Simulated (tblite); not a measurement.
Q: What does the GFN2-xTB structure of `c1cccc([c]1)S[SiH3]` [radical] look like in three dimensions? (Doublet state.)

A: 
```
atom  x, y, z in Å
Si1    3.0891   -0.2226    0.4150
S2     1.7419    1.4518    0.3648
C3     0.1123    0.7911    0.1483
C4    -0.9398    1.6507   -0.0115
C5    -2.2372    1.2889   -0.1804
C6    -2.5254   -0.0777   -0.1929
C7    -1.4958   -0.9873   -0.0363
C8    -0.1865   -0.5723    0.1352
H9     2.7959   -1.0429    1.5855
H10    2.9431   -0.9822   -0.8218
H11    4.3722    0.4481    0.5163
H12   -3.0224    2.0193   -0.3018
H13   -3.5441   -0.4114   -0.3240
H14   -1.7111   -2.0462   -0.0447
H15    0.6034   -1.2992    0.2623
```

Any rigid rotation of these coordinates is as good. Atoms count from 1 in this order. Si1 (silicon bonded to S and 3 H) is distorted tetrahedral (angles from 101.3° to 112.8°). C5 (carbon bonded to 2 C and H) is planar (angles 121.9°, 120.7° and 117.3°, sum 360.0°, 0.00 Å off the plane of its three neighbours). C8 (carbon bonded to 2 C and H) is planar (angles 120.3°, 120.0° and 119.8°, sum 360.0°, 0.00 Å off the plane of its three neighbours). C3 (carbon bonded to 2 C and S) is planar (angles 124.2°, 119.2° and 116.6°, sum 360.0°, 0.00 Å off the plane of its three neighbours).

Bonds between heavy atoms (Å): Si1–S2 2.150, S2–C3 1.772, C3–C4 1.368, C4–C5 1.357, C5–C6 1.397, C6–C7 1.383, C7–C8 1.384, C3–C8 1.396.

Computed geometry: GFN2-xTB, gas phase. This method treats the open shell by occupation alone, without spin polarisation.

Point group: near Cs, missed by 0.17 Å at most; the miss may be what the optimiser left on a soft mode. Its lowest GFN2-xTB frequency is 17i cm⁻¹, too small to tell a flat minimum from a shallow saddle. Torsions: Si1–S2–C3–C4 -175°.

One conformer stands for the species.
